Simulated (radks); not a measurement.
The numbers below are computed, except where a source is named.
Question: All-electron atom: Al2+ in [Ne] 3s1. Code: a radial shooting solver on a logarithmic mesh with Libxc functionals. Model: non-relativistic Kohn-Sham, LDA (Slater exchange, Perdew-Wang correlation), spin-polarised, spherical densities, point nucleus; open shells are filled with parallel spins first. Some entries of the table are withheld. Estimate them.

orbital,occ.,eigenvalue (hartree),<r^2> (bohr^2),<1/r> (bohr^-1)
1s up,1,-55.93290,0.01969,(1)
1s down,1,-55.92723,0.01969,(2)
2s up,1,(3),0.4757,(4)
2s down,1,(5),0.4739,(6)
2p up,3,-3.32327,0.4619,2.211
2p down,3,-3.31483,0.4581,2.215
3s up,1,-0.90182,5.466,0.6212
3s down,0,-0.83009,5.641,0.6164

Answer: 
(1) 1s up <1/r> (bohr^-1): 12.53
(2) 1s down <1/r> (bohr^-1): 12.53
(3) 2s up eigenvalue (hartree): -4.69345
(4) 2s up <1/r> (bohr^-1): 2.324
(5) 2s down eigenvalue (hartree): -4.68570
(6) 2s down <1/r> (bohr^-1): 2.326
